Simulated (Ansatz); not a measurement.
CH3Si (SMILES [CH]=[SiH2]) moved off its minimum; all values from Ansatz (a program for electronic structure), cores frozen in correlated methods. Open shells are unrestricted.
(charge 0, multiplicity 2)
```xyz
5

C      1.1508    -0.1917    -0.0631
Si    -0.4741     0.0656     0.0903
H      2.2623    -0.2798    -0.0261
H     -1.1377     1.2819    -0.0032
H     -1.4247    -0.9363     0.0336
```

Forces at wB97M-V/def2-TZVPP (eV/Å):

```tsv
atom	Fx	Fy	Fz
C1	2.091	-0.126	0.131
Si2	1.221	-0.123	-0.052
H3	-1.539	0.110	-0.081
H4	-0.574	1.868	-0.028
H5	-1.199	-1.728	0.030
```

Q: Give the forces (eV/Å), the total energy and the dipole at MP2/aug-cc-pV(T+d)Z.

A: 
```json
[
 {"atom": "C1", "Fx": "1.356", "Fy": "-0.015", "Fz": "0.389"},
 {"atom": "Si2", "Fx": "2.131", "Fy": "-0.268", "Fz": "-0.583"},
 {"atom": "H3", "Fx": "-1.648", "Fy": "0.129", "Fz": "-0.101"},
 {"atom": "H4", "Fx": "-0.607", "Fy": "1.861", "Fz": "0.122"},
 {"atom": "H5", "Fx": "-1.231", "Fy": "-1.708", "Fz": "0.173"}
]
```
Energy -328.6878 hartree, dipole 1.42 D.

Doubts at one or more of the structures used: a spin-contaminated determinant (MP2/aug-cc-pV(T+d)Z).
